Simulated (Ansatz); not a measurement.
Program: Ansatz. Geometries: PBE0-D4/def2-TZVP. ΔE: electronic, gas phase. CCSD(T)/CBS adds triple-zeta CCSD(T) − MP2 to the extrapolated MP2 energy (def2 sets, frozen cores). Functionals use def2-TZVPP. def2 core potentials past Kr. For Sn outer-core shells are correlated without core-valence functions, which leaves a few kJ/mol of doubt a bond. Each species was taken in one conformer, which may not be the lowest.

Consider the redistribution: `[CH3][Sn]([SH])([Cl])[Cl]` + `C[SiH2]C(=S)S` → `[SH][Sn]([SH])([Cl])[Cl]` + `C[SiH2]C(C)=S`.

`[CH3][Sn]([SH])([Cl])[Cl]`:

Cartesian coordinates in Å:
```
C 0.502 1.517 -0.070
Sn -0.149 -0.492 -0.199
S -0.619 -1.484 1.912
Cl -2.041 -0.646 -1.538
Cl 1.435 -1.788 -1.298
H -0.276 2.112 0.407
H 0.685 1.882 -1.079
H 1.419 1.556 0.515
H -0.957 -2.657 1.350
```

`C[SiH2]C(=S)S`:

Cartesian coordinates in Å:
```
C -1.514 0.672 -0.669
Si 0.336 0.616 -0.489
C 0.806 -0.655 0.845
S 0.076 -0.569 2.296
S 2.003 -1.798 0.378
H -1.897 -0.286 -1.026
H -1.805 1.447 -1.382
H -1.974 0.891 0.297
H 0.894 1.916 -0.036
H 0.998 0.227 -1.765
H 2.077 -2.463 1.551
```

`[SH][Sn]([SH])([Cl])[Cl]`:

Z-matrix (Å, degrees):
```
Sn
S 1 2.371
Cl 1 2.315 2 113.2
S 1 2.371 2 110.6 3 120.6
Cl 1 2.315 2 107.4 3 -115.4
H 2 1.345 1 91.4 3 93.1
H 4 1.345 1 91.4 2 -145.8
```

`C[SiH2]C(C)=S`:

Cartesian coordinates in Å:
```
C -1.075 -1.976 0.121
Si 0.161 -0.719 -0.464
C -0.013 0.948 0.423
C 0.933 2.035 0.039
S -1.161 1.144 1.549
H -0.957 -2.162 1.190
H -2.093 -1.621 -0.046
H -0.939 -2.918 -0.416
H 1.562 -1.181 -0.242
H 0.018 -0.446 -1.924
H 1.966 1.705 0.200
H 0.751 2.950 0.604
H 0.846 2.243 -1.034
```

CCSD(T)/CBS gives -0.39 eV.

Q: Another level gave -0.28 eV. Which?
A. HF/def2-TZVPP
B. ωB97M-V/def2-TZVPP
C. PBE-D4/def2-TZVPP
D. CCSD(T)/def2-TZVPP

A: C. PBE-D4 -0.28, CCSD(T)/def2-TZVPP -0.37, ωB97M-V -0.41, HF/def2-TZVPP -0.57 eV.

Largest T1 diagnostic among the species: 0.016.

From PBE to PBE0 (25 % exact exchange), in def2-TZVPP and without D4, ΔE moves by −0.08 eV. In def2-TZVPP, CCSD(T) changes the Hartree–Fock value by +0.20 eV (the triples alone add +0.05 eV) and MP2 by +0.26 eV.
